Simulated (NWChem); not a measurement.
All runs are NWChem calculations. System: CH7Si2, charge 0, spin multiplicity 2, at a geometry optimised with UB3LYP/def2-SVP. The structure started from a generated list of species. Its SCF solution wasn't tested for a lower state. Level: UHF/def2-TZVP.

Input file:

```
start mol
memory heap 200 mb stack 900 mb global 1100 mb
geometry units angstroms nocenter noautoz noautosym
  Si     1.624121     0.360288     0.062953
  C      0.106533    -0.694774    -0.358919
  Si    -1.574680    -0.016116     0.182700
  H      2.898953    -0.325587    -0.318339
  H      1.557999     1.700361    -0.599133
  H      0.085375    -0.845153    -1.455154
  H      0.241184    -1.692922     0.093245
  H     -2.671109    -0.933530    -0.248657
  H     -1.815815     1.325682    -0.425445
  H     -1.627965     0.121374     1.667840
end
basis spherical
  * library def2-tzvp
end
scf
  uhf
  nopen 1
  maxiter 100
  thresh 1e-7
  semidirect memsize 60000000 filesize 0
  # guess.movecs holds the orbitals of an unrestricted PBE0 run
  vectors input guess.movecs output mol.movecs
end
task scf energy
```

Output (cleaned and shortened):

```
             Northwest Computational Chemistry Package (NWChem) 7.3.0
             --------------------------------------------------------

                                NWChem Input Module
                                -------------------

 Scaling coordinates for geometry "geometry" by  1.889725989
 (inverse scale =  0.529177249)

                             Geometry "geometry" -> ""
                             -------------------------

 Output coordinates in angstroms (scale by  1.889725989 to convert to a.u.)

  No.       Tag          Charge          X              Y              Z
 ---- ---------------- ---------- -------------- -------------- --------------
    1 Si                  14.0000     1.62412100     0.36028800     0.06295300
    2 C                    6.0000     0.10653300    -0.69477400    -0.35891900
    3 Si                  14.0000    -1.57468000    -0.01611600     0.18270000
    4 H                    1.0000     2.89895300    -0.32558700    -0.31833900
    5 H                    1.0000     1.55799900     1.70036100    -0.59913300
    6 H                    1.0000     0.08537500    -0.84515300    -1.45515400
    7 H                    1.0000     0.24118400    -1.69292200     0.09324500
    8 H                    1.0000    -2.67110900    -0.93353000    -0.24865700
    9 H                    1.0000    -1.81581500     1.32568200    -0.42544500
   10 H                    1.0000    -1.62796500     0.12137400     1.66784000

 Effective nuclear repulsion energy (a.u.)     140.2164564584

            Nuclear Dipole moment (a.u.)
            ----------------------------
        X                 Y               Z
 ---------------- ---------------- ----------------
    -0.0000113384    -0.0000207870    -0.0000283459


 Summary of "ao basis" -> "" (spherical)
 ------------------------------------------------------------------------------
       Tag                 Description            Shells   Functions and Types
 ---------------- ------------------------------  ------  ---------------------
 *                         def2-tzvp                  on all atoms
[...]
 -----------   ------   -------------------------------------------------------
    1 Si  14     7.38   1.00  0.29  0.69  0.45  0.31  2.07  0.86  0.30  0.90  0.35  0.06  0.09  0.01
    2 C    6     3.27   0.43  0.56  0.23  0.37  0.01  0.62  0.79  0.23  0.01  0.02  0.00
    3 Si  14     6.84   1.00  0.29  0.70  0.40  0.22  2.06  0.86  0.26  0.70  0.16  0.07  0.10  0.02
    4 H    1     0.53   0.12  0.28  0.12  0.01
    5 H    1     0.52   0.12  0.28  0.12  0.01
    6 H    1     0.44   0.13  0.25  0.05  0.01
    7 H    1     0.43   0.13  0.24  0.05  0.01
    8 H    1     0.53   0.12  0.28  0.12  0.00
    9 H    1     0.53   0.12  0.28  0.12  0.00
   10 H    1     0.53   0.12  0.28  0.12  0.00

   Mulliken analysis of the beta density
   -------------------------------------

    Atom       Charge   Shell Charges
 -----------   ------   -------------------------------------------------------
    1 Si  14     6.41   1.00  0.29  0.70  0.37  0.20  2.05  0.87  0.21  0.48  0.10  0.05  0.07  0.01
    2 C    6     3.27   0.43  0.56  0.22  0.37  0.02  0.61  0.79  0.24  0.01  0.02  0.00
    3 Si  14     6.84   1.00  0.29  0.70  0.40  0.22  2.06  0.86  0.26  0.70  0.16  0.07  0.10  0.02
    4 H    1     0.52   0.12  0.27  0.12  0.00
    5 H    1     0.52   0.12  0.28  0.12  0.00
    6 H    1     0.42   0.12  0.24  0.05  0.01
    7 H    1     0.44   0.13  0.24  0.05  0.01
    8 H    1     0.53   0.12  0.28  0.12  0.00
    9 H    1     0.53   0.12  0.28  0.12  0.00
   10 H    1     0.53   0.12  0.28  0.12  0.00

   Mulliken analysis of the spin density
   -------------------------------------

    Atom       Charge   Shell Charges
 -----------   ------   -------------------------------------------------------
    1 Si  14     0.97   0.00  0.00 -0.00  0.09  0.11  0.02 -0.01  0.08  0.42  0.25  0.00  0.01 -0.00
    2 C    6    -0.01   0.00 -0.00  0.00  0.00 -0.00  0.01  0.00 -0.02  0.00  0.00  0.00
    3 Si  14    -0.00   0.00  0.00 -0.00  0.00 -0.00  0.00 -0.00  0.00 -0.00  0.00 -0.00 -0.00  0.00
    4 H    1     0.01   0.00  0.01 -0.00  0.00
    5 H    1     0.01   0.00  0.00 -0.00  0.00
    6 H    1     0.02   0.01  0.01  0.00  0.00
    7 H    1    -0.00  -0.00 -0.00 -0.00 -0.00
    8 H    1    -0.00  -0.00 -0.00 -0.00  0.00
    9 H    1    -0.00  -0.00 -0.00 -0.00 -0.00
   10 H    1    -0.00  -0.00 -0.00  0.00  0.00

       Multipole analysis of the density wrt the origin
       ------------------------------------------------

     L   x y z        total         alpha         beta         nuclear
     -   - - -        -----         -----         ----         -------
     0   0 0 0      0.000000    -21.000000    -20.000000     41.000000

     1   1 0 0     -0.004594     -1.557845      1.553262     -0.000011
     1   0 1 0     -0.291943     -0.570572      0.278649     -0.000021

------------------------------------------------------------
EAF file 0: "./mol.aoints.0" size=524288 bytes
------------------------------------------------------------
               write      read    awrite     aread      wait
               -----      ----    ------     -----      ----
     calls:        1        20         0         0         0
   data(b): 5.24e+05  1.05e+07  0.00e+00  0.00e+00
   time(s): 0.00e+00  0.00e+00  0.00e+00  0.00e+00  0.00e+00
rate(mb/s): 0.00e+00  0.00e+00
------------------------------------------------------------

     1   0 0 1     -0.143460     -0.670875      0.527443     -0.000028

     2   2 0 0    -29.990209   -191.565912   -180.141323    341.717025
     2   1 1 0     -0.295833    -17.986720    -15.223323     32.914210
     2   1 0 1      0.087839      8.929520     12.806966    -21.648647
     2   0 2 0    -27.960201    -40.106122    -37.628829     49.774749
     2   0 1 1     -0.026022     -3.940667     -2.513104      6.427749
     2   0 0 2    -28.006657    -28.943168    -23.727838     24.664349

 Task  times  cpu:       37.8s     wall:       37.8s

 Total times  cpu:       37.8s     wall:       37.8s
```
